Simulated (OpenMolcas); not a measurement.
Mo II.

- Program: OpenMolcas
- Basis: ANO-RCC-VQZP [8s7p5d3f2g1h]
- Scalar Hamiltonian: DKH2, point nucleus
- Active space: 5 electrons in 11 orbitals (4d 5s 5d)
- State averaging: 2S+1 = 6 even, 6 roots; 2S+1 = 4 even, 17 roots kept (CI in the orbitals of an earlier block)
- Spin-orbit coupling: RASSI with atomic mean-field integrals over the reference wave functions, term energies averaged over their components

Two sets of levels on these reference wave functions, in cm⁻¹ above 4d⁵ ⁶S_5/2: one from CASSCF and one from SS-CASPT2, IPEA 0.25 Eh, imaginary shift 0.1 Eh (closed shells correlated: 4s 4p).

```
            Level  Set 1  Set 2
       4d⁵ ⁶S_5/2    0.0    0.0
    4d⁴ 5s ⁶D_1/2  12200  12200
    4d⁴ 5s ⁶D_3/2  12420  12410
    4d⁴ 5s ⁶D_5/2  12780  12760
    4d⁴ 5s ⁶D_7/2  13270  13250
    4d⁴ 5s ⁶D_9/2  13890  13870
       4d⁵ ⁴G_5/2  16200  19300
       4d⁵ ⁴G_7/2  16240  19340
       4d⁵ ⁴G_9/2  16290  19390
      4d⁵ ⁴G_11/2  16350  19450
4d⁵ ⁴P_1/2 [50 %]  16800  19790
4d⁵ ⁴D_5/2 [51 %]  16820  19820
4d⁵ ⁴D_1/2 [51 %]  17560  20560
       4d⁵ ⁴D_7/2  17890  20920
4d⁵ ⁴P_5/2 [51 %]  18400  21400
```

Question: Which set is which?

Answer: Set 1 is SS-CASPT2. Its levels of the other terms of 4d⁵ lie at 0.84 to 0.86 of the other set's values, as expected, since terms of lower spin or lower L gain more correlation energy than the Hund ground term. Against 9 measured levels (NIST Handbook of Basic Atomic Spectroscopic Data) the mean absolute deviation is 630 cm-1 with it and 2000 cm-1 without; single levels miss by up to 1000 cm-1 with it.

Term energies are means over components that CASPT2 splits; among the terms shown or strongly mixed into the levels shown the widest spread is 70 cm-1 (4d⁵ ⁴G, SS-CASPT2). Terms from blocks run as CI alone lack orbitals of their own. Active for correlation alone: 5d; no level in the range computed is led by a configuration that fills it, so any true level of that kind is missing. Without dynamic correlation excited terms often stand tens of per cent too high (terms of higher spin than the ground term too low), and those without a measured partner can miss by more than the paired ones (holds for CASSCF). Computed and measured levels are paired by configuration, term and J; levels that our copy of the source lacks, or whose pairing is in doubt (as where it misses far off the trend of its configuration), stay unpaired and out of the deviations. Only configurations of the active space appear. The table leaves out levels that lie high or whose names do not pair safely across all columns.

A share in square brackets marks a mixed level and gives the weight of the term that names it, the lowest over the columns.
